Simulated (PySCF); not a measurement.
Molecule: SMILES BNBC=C, C2H7B2N.

Atom-mapped SMILES (the numbers label the heavy atoms): `[BH2:1][NH:2][BH:3][CH:4]=[CH2:5]`. Hydrogens are named by the atom that carries them. Ha(C5) is cis to B3; Hb(C5) is trans to B3.

Spin–spin couplings on one PBE0-D3(BJ)/def2-SVP geometry, PySCF, gas phase, non-relativistic, equivalent pairs averaged (spin–dipole term only in couplings to heteroatoms); isotopes ¹³C, ¹H, ¹¹B; functional B3LYP.

Problem. How do the couplings (Hz) change with the basis set? Times are CPU seconds on 1 thread of an Arm Neoverse V1, shared host. Far from the basis limit: 6-31G*, pcJ-0, def2-TZVP, cc-pVTZ.

Solution. 
```tsv
basis set	functions	¹J(C5,Ha(C5))	¹J(C5,Hb(C5))	¹J(B3,H(B3))	¹J(B1,H(B1))	¹J(C4,H(C4))	¹J(B3,C4)	¹J(C4,C5)	core-s
6-31G*	84	168.6	163.1	156.4	155.1	147.3	77.3	74.9	7.9
pcJ-0	86	146.7	142.8	134.5	130.3	125.6	56.6	44.6	8.3
def2-TZVP	197	159.7	155.2	139.9	139.3	137.5	72.0	62.3	40
cc-pVTZ	248	150.4	147.9	138.8	136.8	129.8	62.9	66.7	65
```

The Fermi-contact term samples the wavefunction at the nucleus, which is why sets with added tight s functions (names with J) are made for couplings.
